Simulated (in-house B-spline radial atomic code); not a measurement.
The numbers below are computed, except where a source is named.
Correlation energy from the adiabatic connection: −Z exp(−kr)/r, Z = 3.44, k = 0.354

Two electrons in a singlet, external potential −Z exp(−kr)/r, Z = 3.44, k = 0.354 (atomic units). Full CI in B-splines (partial waves to l = 8, correlation up to 0.6 % small) with the density held fixed gives W(λ) = <V_ee>_λ − U, and E_c is the integral of W(λ) − W(0) from 0 to 1.

```json
{"λ": "0", "W(λ) − W(0) (hartree)": "0.00000"}
{"λ": "0.02", "W(λ) − W(0) (hartree)": "-0.00189"}
{"λ": "0.05", "W(λ) − W(0) (hartree)": "-0.00471"}
{"λ": "0.12", "W(λ) − W(0) (hartree)": "-0.01120"}
{"λ": "0.25", "W(λ) − W(0) (hartree)": "-0.02298"}
{"λ": "0.4", "W(λ) − W(0) (hartree)": "-0.03612"}
{"λ": "0.6", "W(λ) − W(0) (hartree)": "-0.05296"}
{"λ": "0.8", "W(λ) − W(0) (hartree)": "-0.06905"}
{"λ": "1", "W(λ) − W(0) (hartree)": "-0.08444"}
```

Question: Integrate the table by the trapezoid rule.

Answer: The strips give -0.00002, -0.00010, -0.00056, -0.00222, -0.00443, -0.00891, -0.01220, -0.01535, which sum to -0.04379 hartree. The direct value, W(1) − W(0) + T_c with T_c = 0.04061, is -0.04383; the curve is convex, so chords lie above it and the trapezoids fall short in size by 0.11 %.

Question: Now use only three numbers: W(0) = -1.9032, the initial slope W'(0) = -0.09471 (extrapolated from the first points) and the strong-coupling limit of the point-charge-plus-continuum model, W∞ = -2.709. What do second-order theory and the interpolation W(λ) = W∞ + (W(0) − W∞)/√(1 + 2χλ) of Seidl, Perdew and Levy give?

Answer: Second order keeps the slope alone: E_c = W'(0)/2 = -0.04736, +8 % in size against -0.04383. Matching the slope fixes χ = W'(0)/(W∞ − W(0)) = -0.09471/(-0.80580) = 0.11754. Integrating, with s = √(1 + 2χ) = 1.111337, E_c = −(W(0) − W∞)(s − 1)/(s + 1) = −0.80580 × 0.111337/2.111337 = -0.04249 hartree, -3.1 % in size against the full result. At λ = 1 the formula gives W − W(0) = -0.08073 against -0.08444. Part of the miss can come from the model's W∞.
